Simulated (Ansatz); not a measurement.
Frontier orbitals of CH₅O₃Sc (`C[O][Sc]([OH])[OH]`).

```xyz
10

C    -1.104   -1.534   -0.924
O    -0.406   -0.504   -0.319
Sc    0.597    0.837    0.503
O    -0.154    2.535    0.746
O     2.341    0.461    1.071
H    -1.989   -1.809   -0.336
H    -0.480   -2.431   -1.030
H    -1.448   -1.243   -1.925
H    -0.587    3.377    0.842
H     3.230    0.310    1.373
```

The species carries charge 0 and has multiplicity 1. Correlated methods include outer-core shells of Sc, which these sets cover unevenly. Scalar relativity is left out up to krypton. The geometry is a stationary point of PBE0-D4/def2-TZVP. It is one conformer, not always the lowest. Basis def2-TZVPP, Ansatz 0.2.0.

Orbital energies of one run (eV). Highest occupied ones, from the top: -9.04, -9.20, -10.05, -10.17, -10.36, -10.38, -13.68, -13.71, -13.74, -14.54, -14.97, -20.35, -28.70, -28.94. Empty: -0.70, 1.27, 1.48, 1.63, 1.64, 1.94.

(1) Which functional gave them?
A. PBE0
B. ωB97X-V
C. HSE06 (plane-wave form)
D. BHLYP

Results:

(1) D. HOMO energies: BHLYP -9.04, PBE0 -7.54, ωB97X-V -9.99, HSE06 -7.13 eV.
